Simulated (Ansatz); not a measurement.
The same molecule with X = Ti, Zr, Hf. Ansatz, PBE0-D4/def2-TZVP geometries, multiplicity 1. Each molecule was computed in one conformer, which needn't be the lowest.

Elements past krypton have def2 core potentials. Scalar relativity is left out up to krypton.

| X | molecule | mean X–F bond length / Å | mean X–O bond length / Å | HOMO energy (PBE/def2-TZVPP) / eV | HOMO–LUMO gap (PBE0/def2-TZVPP) / eV | HOMO energy (PBE0/def2-TZVPP) / eV |
| --- | --- | --- | --- | --- | --- | --- |
| Ti | `CC[O][Ti]([F])([O]CC)[O]CC` | 1.785 | 1.775 | -6.37 | 7.02 | -7.87 |
| Hf | `CC[O][Hf]([F])([O]CC)[O]CC` | 1.932 | 1.919 | -6.27 | 7.93 | -7.78 |

Give the row for X = Zr, `CC[O][Zr]([F])([O]CC)[O]CC`. (Best estimate.)

The calculation gave: 
```csv
X,molecule,mean X–F bond length / Å,mean X–O bond length / Å,HOMO energy (PBE/def2-TZVPP) / eV,HOMO–LUMO gap (PBE0/def2-TZVPP) / eV,HOMO energy (PBE0/def2-TZVPP) / eV
Zr,`CC[O][Zr]([F])([O]CC)[O]CC`,1.932,1.919,-6.26,7.86,-7.76
```

From Ti to Hf the mean X–F bond length isn't monotonic: highest at Zr, lowest at Ti; the mean X–O bond length isn't monotonic: highest at Zr, lowest at Ti; the HOMO energy (PBE/def2-TZVPP) isn't monotonic: highest at Zr, lowest at Ti; the HOMO–LUMO gap (PBE0/def2-TZVPP) rises at each step, by 0.91 eV in all; the HOMO energy (PBE0/def2-TZVPP) isn't monotonic: highest at Zr, lowest at Ti.
